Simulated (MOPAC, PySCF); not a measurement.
C₆H₆, SMILES `C#C/C=C\C=C`, neutral singlet in the gas phase. 

Cartesian coordinates (Å):
```xyz
12

C      2.8248    -0.6059     0.6094
C      1.9503     0.1727     0.3284
C      0.9478     1.1140    -0.0049
C     -0.3678     0.8382    -0.0977
C     -0.9653    -0.4575     0.1269
C     -2.2763    -0.6929     0.0253
H      3.5932    -1.2957     0.8576
H      1.2879     2.1258    -0.1952
H     -1.0390     1.6484    -0.3619
H     -0.2913    -1.2654     0.3908
H     -2.9735     0.0946    -0.2369
H     -2.6909    -1.6764     0.2004
```
Charge 0, spin multiplicity 1.

All levels are single points at this geometry (B3LYP-D3(BJ)/def2-TZVP); Pople sets use spherical d functions. Orbital energies aren't observables, and empty levels follow the basis.

| level | HOMO (eV) | LUMO (eV) | gap (eV) | dipole (D) | vertical IE, Delta-SCF (eV) |
|---|---|---|---|---|---|
| PBE-D3(BJ)/def2-TZVP in PySCF | -5.66 | -2.41 | 3.25 | 0.51 | 8.35 |
| ωB97X-D3(BJ)/def2-TZVP in PySCF | -8.72 | 0.47 | 9.20 | 0.60 | 8.55 |
| B3LYP/3-21G in PySCF | -6.10 | -1.27 | 4.83 | 0.50 | – |
| BP86/6-31G* in PySCF | -5.37 | -2.08 | 3.29 | 0.41 | – |
| HF/3-21G in PySCF | -8.37 | 2.48 | 10.85 | 0.64 | – |
| AM1 in MOPAC | -9.04 | -0.12 | 8.93 | 0.29 | – |
| PM3 in MOPAC | -9.11 | -0.27 | 8.84 | 0.18 | – |
| PM6 in MOPAC | -9.30 | -0.34 | 8.96 | 0.58 | – |
| PM7 in MOPAC | -9.33 | -0.47 | 8.86 | 0.54 | – |
